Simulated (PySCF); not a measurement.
YBr2, SMILES [Br][Y][Br] (connectivity only; charge and spin as stated), neutral, multiplicity 2.

Geometry optimised at B3LYP-D3(BJ)/def2-SVP. The def2 effective core potentials stand for the cores of Y; spin–orbit coupling is left out.

Method: TDA-M06-2X/def2-SVPD (PySCF).

Vertical excitations. The molecule is in vacuum.

Computed excitation energies, oscillator strengths and character:
```csv
state,energy (eV),λ (nm),f,main pairs
root 1,0.88,1404,0.006,α HOMO→LUMO+1 90 %
root 2,0.96,1297,0.011,α HOMO→LUMO 93 %
root 3,1.57,787,0.000,α HOMO→LUMO+3 98 %
root 4,1.62,764,0.009,α HOMO→LUMO+2 97 %
root 5,1.95,637,0.001,β HOMO→LUMO 88 %
root 6,2.02,615,0.000,β HOMO−2→LUMO 98 %
root 7,2.14,578,0.002,β HOMO−1→LUMO 96 %
root 8,2.18,569,0.000,β HOMO−3→LUMO 95 %
root 9,2.44,507,0.007,β HOMO−4→LUMO 87 %
root 10,3.06,405,0.103,α HOMO→LUMO+4 88 %
```
Unrestricted roots are not spin-pure.
